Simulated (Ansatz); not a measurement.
`[SH][AlH][Br]` + `C[N](C)[Ge]([OH])([N](C)C)[N](C)C` → `C[N](C)[Al]([SH])[Br]` + `C[N](C)[GeH]([OH])[N](C)C`  (redistribution)

Program: Ansatz. Geometries: PBE0-D4/def2-TZVP. ΔE: electronic, gas phase. CBS: MP2 limit from def2 TZ/QZ plus the TZ coupled-cluster correction, frozen cores. For Br, Ge outer-core shells are correlated without core-valence functions, which leaves a few kJ/mol of doubt a bond. Scalar relativity is left out up to krypton. One conformer a species, not always the lowest.

| species | HF/def2-TZVPP energy (Eh) |
| --- | --- |
| `[SH][AlH][Br]` | -3213.16980 |
| `C[N](C)[Ge]([OH])([N](C)C)[N](C)C` | -2552.06594 |
| `C[N](C)[Al]([SH])[Br]` | -3346.34922 |
| `C[N](C)[GeH]([OH])[N](C)C` | -2418.91371 |

**Question.** Work out ΔE.

**Answer.** ΔE = (-3346.34922) + (-2418.91371) − (-3213.16980) − (-2552.06594) = -0.02719 Eh = -71.4 kJ/mol. CCSD(T)/CBS gives -65.8 kJ/mol.

Largest T1 diagnostic among the species: 0.011.

In def2-TZVPP, CCSD(T) changes the Hartree–Fock value by +9.8 kJ/mol (the triples alone add +1.7 kJ/mol) and MP2 by +7.9 kJ/mol. The D4 term adds +11.8 kJ/mol with B3LYP and +7.9 kJ/mol with PBE0; it sums over pairs of atoms, weighted by their polarisabilities, and B3LYP, whose exchange is more repulsive, gets the larger term.

B3LYP here is the variant with VWN-RPA as its local correlation; programs differ in this.
